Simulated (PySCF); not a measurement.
A GIAO shielding run with PySCF 2.14 (density fitting, non-relativistic, gas phase) on SMILES C[C@@H](F)CC[C@H](Cl)CO, C6H12ClFO:

```
$ OMP_NUM_THREADS=1 python probes_run.py task.json out

{"job": {"kind": "nmr", "xc": "PBE0", "basis": "pcSseg-1"}, "charge": 0, "multiplicity": 1}
C     -3.096332     0.787645    -0.208486
C     -1.766999     0.219570     0.263198
F     -2.014054    -0.767135     1.207269
C     -0.957726    -0.394846    -0.875972
C      0.403138    -0.935294    -0.430182
C      1.414273     0.144109    -0.074632
Cl     1.708379     1.204172    -1.502759
C      2.763303    -0.436932     0.351766
O      3.671401     0.549421     0.748566
H     -3.677881     1.129758     0.644092
H     -2.920847     1.624657    -0.877688
H     -3.664811     0.024134    -0.733933
H     -1.190045     0.987304     0.793431
H     -0.823238     0.357356    -1.653653
H     -1.538254    -1.219385    -1.294574
H      0.817047    -1.553015    -1.229976
H      0.262665    -1.568189     0.449029
H      1.043593     0.807690     0.709280
H      3.173538    -1.044233    -0.468593
H      2.615481    -1.080042     1.223337
H      3.768447     1.180199     0.022198
```

Hardware: 1 thread of an Intel Xeon, shared host. The job also computes population analyses, field gradients.

(1) How large is the calculation?

(2) How long does it take, and how much memory does it need?

Results:

(1) 82 electrons, 220 basis functions and 1161 auxiliary functions.

(2) 2.5 min of wall time, with 13 SCF cycles and 5 response iterations; peak memory 0.98 GiB. Times on a shared host scatter by some tens of per cent.
